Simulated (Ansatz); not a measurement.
Mulliken charges of AsF$_{3}$GaH$_{3}$, SMILES `[F][Ga-]([F])([F])[AsH3+]` from B3LYP/def2-TZVPP in Ansatz (PBE0-D4/def2-TZVP geometry).

```tsv
atom	x (Å)	y (Å)	z (Å)	charge (e)
F1	-0.087	-1.747	1.723	-0.391
Ga2	0.747	-1.217	0.276	0.879
F3	2.354	-0.548	0.478	-0.391
F4	0.430	-2.106	-1.201	-0.391
As5	-0.568	0.946	-0.228	0.147
H6	-1.672	1.340	0.710	0.049
H7	-1.304	1.035	-1.534	0.049
H8	0.193	2.239	-0.279	0.049
```

Problem. By hand: the dipole of these point charges (1 e Å = 4.8032 D).

Solution. Σ q r = (-0.618, 1.016, -0.236) e Å, of length 1.212 e Å = 5.82 D.

Problem. How does the dipole of the full density compare? (Best estimate.)

Solution. Ansatz gave: (-0.648, 1.065, -0.248) e Å, 6.11 D; the point charges give 0.95 times that, at 0° from its direction.

Point charges leave out the atoms' own dipoles, such as those of lone pairs, and Mulliken's split depends on the basis, so the close match here is no proof of good charges.

B3LYP here is the variant with VWN-RPA as its local correlation; programs differ in this.
